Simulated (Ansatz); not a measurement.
C$_{2}$H$_{2}$AlClS, one more setting.

```yaml
crystal:
  periodic: [false, false, false]
  atoms:
    - {symbol: S, position_ang: [-0.890643, -1.545523, -0.606959]}
    - {symbol: C, position_ang: [0.135667, -0.148649, 0.089130]}
    - {symbol: C, position_ang: [1.202625, -0.261810, 0.860758]}
    - {symbol: Al, position_ang: [-1.269208, 0.513094, -0.942623]}
    - {symbol: Cl, position_ang: [-2.436267, 1.968648, -1.827557]}
    - {symbol: H, position_ang: [1.718511, 0.628574, 1.204851]}
    - {symbol: H, position_ang: [1.600415, -1.222335, 1.176600]}
basis:
  gaussian: {orbitals: "6-31G*"}
hamiltonian: {xc: {name: HF}}
correlation: {method: rpa}
```

```sh
$ ansatz run in.yaml --threads 2 --pin off --events-out ev --progress --plain --max-ram 4352MiB
```

It prints (some lines left out):

```
Functional definition: HF
847 factors; integrals over basis functions are off by at most 8.4e-4 eV
mean field evaluation 1: about -31994.0707 eV, gradient 2.4e1 eV
mean field evaluation 2: about -31994.1381 eV, gradient 2.4e1 eV
mean field evaluation 4: about -31996.1542 eV, gradient 2.6e0 eV
mean field evaluation 8: about -31996.1919 eV, gradient 2.1e-1 eV
mean field -31996.19247044 eV, -1175.8383854905 hartree, gradient 1.9e-6 eV, S^2 0.000000; 0 other end points of the search recorded, 0 dependent functions left out; unrestricted orbitals would lower it
mean field evaluation 16: about -31996.1241 eV, gradient 3.1e0 eV
17 core orbitals not correlated: weight in the atoms' cores, before any rotation towards them, 1.000 or more for the frozen orbitals, at most 0.000 for the correlated occupied ones
reference -31996.19247044 eV, -1175.8383854905 hartree; 13, 13 occupied and 61, 61 virtual orbitals, 847 factors
Total energy: -32012.93778472 eV, -1176.4537644398 hartree
```

It took 0.75 s on 2 threads of an Intel Xeon 6975P-C on a shared host, with 0.19 GiB of host memory at the peak.
